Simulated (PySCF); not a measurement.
**F⁻ (fluorine, charge -1) across methods**

[Ne], closed-shell 1S. Calculation: PySCF 2.14, in dyall-acv3z (15s9p4d2f, 76 functions); the non-relativistic Hamiltonian (point nucleus).

```json
{"method": "revPBE", "E (hartree)": "-99.8719", "mean ε 1s (eV)": "-648.71", "mean ε 2s (eV)": "-16.760", "mean ε 2p (eV)": "1.542", "Σ⟨r²⟩ (bohr²)": "18.57", "⟨S²⟩": "0.000"}
{"method": "r2SCANh", "E (hartree)": "-99.8477", "mean ε 1s (eV)": "-659.17", "mean ε 2s (eV)": "-19.212", "mean ε 2p (eV)": "0.617", "Σ⟨r²⟩ (bohr²)": "17.43", "⟨S²⟩": "0.000"}
{"method": "PBE0", "E (hartree)": "-99.8007", "mean ε 1s (eV)": "-661.94", "mean ε 2s (eV)": "-19.945", "mean ε 2p (eV)": "-0.174", "Σ⟨r²⟩ (bohr²)": "17.50", "⟨S²⟩": "0.000"}
{"method": "LDA", "E (hartree)": "-99.2664", "mean ε 1s (eV)": "-643.98", "mean ε 2s (eV)": "-16.516", "mean ε 2p (eV)": "1.276", "Σ⟨r²⟩ (bohr²)": "18.46", "⟨S²⟩": "0.000"}
{"method": "CAM-B3LYP", "E (hartree)": "-99.8828", "mean ε 1s (eV)": "-661.67", "mean ε 2s (eV)": "-21.395", "mean ε 2p (eV)": "-1.843", "Σ⟨r²⟩ (bohr²)": "17.67", "⟨S²⟩": "0.000"}
{"method": "TPSSh", "E (hartree)": "-99.8924", "mean ε 1s (eV)": "-657.38", "mean ε 2s (eV)": "-18.541", "mean ε 2p (eV)": "0.825", "Σ⟨r²⟩ (bohr²)": "17.81", "⟨S²⟩": "0.000"}
{"method": "r2SCAN", "E (hartree)": "-99.8551", "mean ε 1s (eV)": "-654.35", "mean ε 2s (eV)": "-18.098", "mean ε 2p (eV)": "1.268", "Σ⟨r²⟩ (bohr²)": "17.71", "⟨S²⟩": "0.000"}
{"method": "UHF", "E (hartree)": "-99.45926", "mean ε 1s (eV)": "-702.86", "mean ε 2s (eV)": "-29.241", "mean ε 2p (eV)": "-4.924", "Σ⟨r²⟩ (bohr²)": "15.98", "⟨S²⟩": "0.000"}
```

Estimate the same row for PBE.

E (hartree) = -99.8105; mean ε 1s (eV) = -648.42; mean ε 2s (eV) = -16.743; mean ε 2p (eV) = 1.465; Σ⟨r²⟩ (bohr²) = 18.56; ⟨S²⟩ = 0.000.

The outer electron is barely bound at this level, so radii and moments hang on the diffuse functions.

The highest occupied level is positive at revPBE, r2SCANh, LDA, PBE, TPSSh, r2SCAN: only the finite basis holds that electron, which in a density functional comes from self-interaction.
